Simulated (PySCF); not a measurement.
C₃H₈OSe, SMILES O([Se]CC)C (PBE0/def2-SVP optimised geometry):

```
13

Se    -1.094    -1.651     0.000
C     -1.328     0.278     0.000
C     -0.804     0.988     1.230
H     -2.419     0.401    -0.118
H     -0.859     0.656    -0.921
H      0.280     0.836     1.332
H     -1.291     0.622     2.147
H     -0.980     2.074     1.155
O      0.725    -1.651     0.000
C      1.331    -2.074     1.195
H      1.098    -3.126     1.442
H      2.419    -1.993     1.037
H      1.052    -1.448     2.062
```

Computed with PBE0/def2-TZVP (PySCF 2.14.0).

What are the frontier orbital energies and the dipole moment?

HOMO-2 -9.03 eV, HOMO-1 -7.74 eV, HOMO -6.21 eV, LUMO -0.73 eV, LUMO+1 0.95 eV; dipole moment 1.65 D.

On the same geometry PBE/def2-TZVP (PySCF 2.14.0) gives HOMO-2 -7.61 eV, HOMO-1 -6.28 eV, HOMO -5.00 eV, LUMO -1.74 eV, LUMO+1 0.03 eV; dipole moment 1.55 D.

Meta-Löwdin charges at PBE0/def2-TZVP: Se1 0.35, C2 -0.29, C3 -0.34, H4 0.13, H5 0.13, H6 0.12, H7 0.12, H8 0.12, O9 -0.53, C10 -0.12, H11 0.10, H12 0.12, H13 0.10.
